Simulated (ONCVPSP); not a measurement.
Ru: one change to an ONCV potential, before and after

Ru, optimised norm-conserving Vanderbilt (ONCV), made with ONCVPSP 4.0.1 (PBE, fully relativistic). Core [Ar] 3d10 4s2, reference 4p6 4d7 5s1. Waves: 5s: rc 2.45 bohr, ncon 3, nbas 6, qcut 2.2 1/bohr, 2 projectors, debl 3.2 Ha; 4p: rc 1.30 bohr, ncon 3, nbas 6, qcut 7.1 1/bohr, 2 projectors, debl 1.1 Ha; 4d: rc 2.10 bohr, ncon 4, nbas 9, qcut 7.8 1/bohr, 2 projectors, debl 3.6 Ha; f scattering state at 0.05 Ha: rc 2.10 bohr, ncon 4, nbas 9, qcut 5.4 1/bohr, 1 projector. Local part: polynomial inside 0.95 bohr (lpopt 5, dvloc0 3 Ha). Core correction: none.

Open shells are filled in proportion to 2j + 1.

In the p channel the program set the typed energies aside and used -1.666, 0.250 Ha (j = l + 1/2; the other j can differ).

Change: all radii scaled by about 1.12 (s 2.76, p 1.46, d 2.36, f 2.36 bohr); local potential polynomial inside 1.06 bohr (lpopt 5, dvloc0 3 Ha).

Cutoffs: the cutoffs (Ha) at which the residual kinetic energy of the hardest occupied pseudo-wave falls to 1 and 0.1 mHa per electron; they do not see the model core or the augmentation charge, which bear on the density cutoff. Errors are all-electron minus pseudo energies relative to the spin-unpolarised reference configuration.

**Question.** Predict the effect on cutoff, ghosts and configuration errors.

**Answer.** The potential gets softer (22 Ha and 64 Ha → 18 Ha and 23 Ha); both files keep a bound ghost (s); of the 4 tests that both files solve, the error grows in 0 and shrinks in 4 by more than 15 % and 0.3 meV (median size 10.0 → 3.0 meV). A larger radius leaves more room for a smooth pseudo-wave, so fewer plane waves are needed. That the errors move this way runs against the usual rule that smaller radii transfer better.

```csv
quantity,base,changed
"cutoff, loose",22 Ha,18 Ha
"cutoff, tight",64 Ha,23 Ha
loose cutoff by channel,"s 4.9 Ha, p 22 Ha, d 20 Ha","s 3.0 Ha, p 14 Ha, d 18 Ha"
bound ghosts,s,s
GHOST(+) flags under 300 eV,s at 103.8 eV,s at 107.4 eV
"error for 4p6 4d7 5s0, meV [ΔE 7.29 eV]",-5.6,-3.7
"error for 4p6 4d6 5s0, meV [ΔE 25.48 eV]",+14,-2.4
"error for 4p6 4d5 5s0, meV [ΔE 56.10 eV]",+57,+31
"error for 4p6 4d7.5 5s0.5, meV [ΔE -0.32 eV]",-3.2,+0.6
```

 A true bound ghost makes a file unfit for plane-wave use even where its test errors are small: the radial tests pick states by their node count and pass the ghost by.
